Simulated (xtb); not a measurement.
barium atom (Ba), singlet (GFN-xTB shapes and energies of metal compounds can be far from the true ones), atoms displaced at random by about 0.06 Å a coordinate; xtb with GFN2-xTB.

The xtb input:
```
$ xtb mol.xyz --gfn 2 --chrg 0 --uhf 0 --ohess --json

# file mol.xyz
1

Ba     0.06297553     0.02857669     0.00812390
```

What the program printed (banner, timings and long lists left out):

```
   ID    Z sym.   atoms
    1   56 Ba     1

           -------------------------------------------------
          |                Calculation Setup                |
           -------------------------------------------------

           -------------------------------------------------
          |                 G F N 2 - x T B                 |
           -------------------------------------------------

          ...................................................
          :                      SETUP                      :
          :.................................................:
          :  # basis functions                  10          :
          :  # atomic orbitals                   9          :
          :  # shells                            3          :
          :  # electrons                         2          :
          :  max. iterations                   250          :
          :  Hamiltonian                  GFN2-xTB          :
          :  restarted?                      false          :
          :  GBSA solvation                  false          :
          :  PC potential                    false          :
          :  electronic temp.          300.0000000     K    :
          :  accuracy                    1.0000000          :
          :  -> integral cutoff          0.2500000E+02      :
          :  -> integral neglect         0.1000000E-07      :
          :  -> SCF convergence          0.1000000E-05 Eh   :
          :  -> wf. convergence          0.1000000E-03 e    :
          :  Broyden damping             0.4000000          :
          :  net charge                          0          :
          :  unpaired electrons                  0          :
          ...................................................

 iter      E             dE          RMSdq      gap      omega  full diag
   1     -0.4336420 -0.433642E+00  0.470E-10    3.77       3.8  T
   2     -0.4336420  0.222045E-15  0.443E-10    3.77       3.8  T
   3     -0.4336420 -0.444089E-15  0.414E-10    3.77       3.8  T

   *** convergence criteria satisfied after 3 iterations ***

         :::::::::::::::::::::::::::::::::::::::::::::::::::::
         ::                     SUMMARY                     ::
         :::::::::::::::::::::::::::::::::::::::::::::::::::::
         :: total energy              -0.433642020732 Eh    ::
         :: gradient norm              0.000000000000 Eh/a0 ::
         :: HOMO-LUMO gap              3.766605000000 eV    ::
[...]
         :: total energy              -0.433642020732 Eh    ::
[...]
          :  rotational number                       1      :
          :  scaling factor                  1.0000000      :
          :  rotor cutoff                   50.0000000 cm⁻¹ :
          :  imag. cutoff                  -20.0000000 cm⁻¹ :
          :.................................................:

    mode    ω/cm⁻¹     T·S(HO)/kcal·mol⁻¹    T·S(FR)/kcal·mol⁻¹   T·S(vib)
   ------------------------------------------------------------------------
   ------------------------------------------------------------------------

   temp. (K)  partition function   enthalpy   heat capacity  entropy
                                   cal/mol     cal/K/mol   cal/K/mol   J/K/mol
 298.15  VIB   1.00                    0.000      0.000      0.000
         ROT   1.00                    0.000      0.000      0.000
         INT   1.00                    0.000      0.000      0.000
         TR   0.156E+28             1481.254      4.968     40.645
         TOT                        1481.2539     4.9681    40.6450   170.0589

       T/K    H(0)-H(T)+PV         H(T)/Eh          T*S/Eh         G(T)/Eh
   ------------------------------------------------------------------------
    298.15    0.236053E-02    0.236053E-02    0.193118E-01   -0.169512E-01
   ------------------------------------------------------------------------

         :::::::::::::::::::::::::::::::::::::::::::::::::::::
         ::                  THERMODYNAMIC                  ::
         :::::::::::::::::::::::::::::::::::::::::::::::::::::
         :: total free energy          -0.450593265312 Eh   ::
         ::.................................................::
         :: total energy               -0.433642020732 Eh   ::
         :: zero point energy           0.000000000000 Eh   ::
         :: G(RRHO) w/o ZPVE           -0.016951244580 Eh   ::
         :: G(RRHO) contrib.           -0.016951244580 Eh   ::
         :::::::::::::::::::::::::::::::::::::::::::::::::::::

optimized geometry written to: xtbopt.xyz

           -------------------------------------------------
          | TOTAL ENERGY               -0.433642020732 Eh   |
          | TOTAL ENTHALPY             -0.431281492352 Eh   |
          | TOTAL FREE ENERGY          -0.450593265312 Eh   |
          | GRADIENT NORM               0.000000000000 Eh/α |
          | HOMO-LUMO GAP               3.766604999999 eV   |
           -------------------------------------------------

normal termination of xtb
```
